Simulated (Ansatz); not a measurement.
`Cl[CH2][SnH3]` + `OCF` → `FC[O][SnH3]` + `CCl` at 700 K and 1 bar (ligand exchange at the Sn–C bond).

Calculated with Ansatz (gas phase, PBE0-D4/def2-TZVP geometries, no zero-point term in ΔE). CCSD(T)/CBS is the MP2 limit (def2-TZVPP, def2-QZVPP) plus CCSD(T) − MP2 in def2-TZVPP, frozen cores. This one scheme is used for every species. def2 core potentials past Kr. For Sn outer-core shells are correlated without core-valence functions, which leaves a few kJ/mol of doubt a bond. One conformer a species, not always the lowest.

```json
{"species": "`Cl[CH2][SnH3]`", "CCSD(T)/CBS energy (Eh)": "-714.83276", "H − E (kJ/mol)": "188.0", "S (J/(mol·K))": "419.9"}
{"species": "`OCF`", "CCSD(T)/CBS energy (Eh)": "-214.81254", "H − E (kJ/mol)": "157.9", "S (J/(mol·K))": "312.7"}
{"species": "`FC[O][SnH3]`", "CCSD(T)/CBS energy (Eh)": "-430.03212", "H − E (kJ/mol)": "212.8", "S (J/(mol·K))": "442.6"}
{"species": "`CCl`", "CCSD(T)/CBS energy (Eh)": "-499.63220", "H − E (kJ/mol)": "131.4", "S (J/(mol·K))": "278.6"}
```

H − E and S are ideal-gas, rigid-rotor, harmonic terms from PBE0-D4/def2-TZVP, for one conformer and one mirror image of each species. 1 Eh = 2625.50 kJ/mol, R = 8.31446 J/(mol·K).

Q: By hand: ΔE, ΔH, ΔS and ΔG.

A: ΔE = (-430.03212) + (-499.63220) − (-714.83276) − (-214.81254) = -0.01902 Eh = -49.9 kJ/mol. Δ(H − E) = 212.8 + 131.4 − 188.0 − 157.9 = -1.7, so ΔH = -51.6 kJ/mol. ΔS = 442.6 + 278.6 − 419.9 − 312.7 = -11.4 J/(mol·K). ΔG = -51.6 − 700 × (-11.4)/1000 = -43.6 kJ/mol.

Q: By hand: the equilibrium constant, and the temperature at which ΔG would vanish if ΔH and ΔS stayed fixed.

A: log₁₀ K = −ΔG/(RT ln 10) = 3.3. ΔG = 0 at ΔH/ΔS = 4526 K, far beyond where these terms or the molecules hold.

The number of gas molecules stays the same, so ΔS is small and ΔH decides. A doubt of 5 kJ/mol in ΔE shifts log₁₀ K by 0.4 here. Other conformers and mirror images would add mixing entropy, several J/(mol·K) or more a flexible species. These are equilibria of isolated gas molecules and say nothing of rates. Largest T1 diagnostic: 0.013 (customary marks: 0.02 for closed shells, 0.045 for open ones).
